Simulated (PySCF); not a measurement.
Electrostatic solvation of a mixed set.

Computed with PySCF at PBE0/pcSseg-1, non-relativistic, each on one gas-phase PBE0-D3(BJ)/def2-SVP geometry that isn't relaxed in the solvent. The solvent is an IEF-PCM continuum (cavity from Bondi-type radii × 1.2). Specific hydrogen bonds and non-electrostatic terms are outside this model.

Problem. Order them by E(solvent) − E(gas) in chloroform (ε = 4.711), most negative first (kcal/mol).
A. `[CH2:1]=[CH:2][CH2:3][N:4]1[CH2:5][CH2:6][CH2:7][SiH2:8]1` with C1–C2–C3–N4 -124°, C2–C3–N4–C5 68°, C3–N4–C5–C6 -169°, N4–C5–C6–C7 -40°, C5–C6–C7–Si8 38°, C6–C7–Si8–N4 -22°
B. `BN(B)B`
C. calcium monohydride cation (`[CaH+]`)
D. `[CH3:1][SiH:2]([NH2:3])[NH2:4]` with C1–Si2–N3–H 38° and 179°, C1–Si2–N4–H -91° and 59°

Solution. C (-55.7), D (-3.7), A (-1.4), B (-0.4).

```json
{"SMILES": "[CaH+]", "charge": "1", "ΔE (kcal/mol)": "-55.7", "polarisation term (kcal/mol)": "-57.5", "HOMO shift (eV)": "+3.39", "dipole gas (D)": "–", "dipole solvent (D)": "–", "atoms": "2"}
{"SMILES": "C[SiH](N)N", "charge": "0", "ΔE (kcal/mol)": "-3.7", "polarisation term (kcal/mol)": "-3.9", "HOMO shift (eV)": "-0.03", "dipole gas (D)": "0.35", "dipole solvent (D)": "0.41", "atoms": "12"}
{"SMILES": "C=CCN1CCC[SiH2]1", "charge": "0", "ΔE (kcal/mol)": "-1.4", "polarisation term (kcal/mol)": "-1.4", "HOMO shift (eV)": "+0.05", "dipole gas (D)": "0.73", "dipole solvent (D)": "0.87", "atoms": "21"}
{"SMILES": "BN(B)B", "charge": "0", "ΔE (kcal/mol)": "-0.4", "polarisation term (kcal/mol)": "-0.5", "HOMO shift (eV)": "+0.06", "dipole gas (D)": "0.00", "dipole solvent (D)": "0.00", "atoms": "10"}
```

The ion comes first with 55.7 kcal/mol, the neutral species gain 3.7 at most. The polarisation term is half the interaction of the solute with the induced surface charges. No dipole is given for ions, as it depends on the origin.
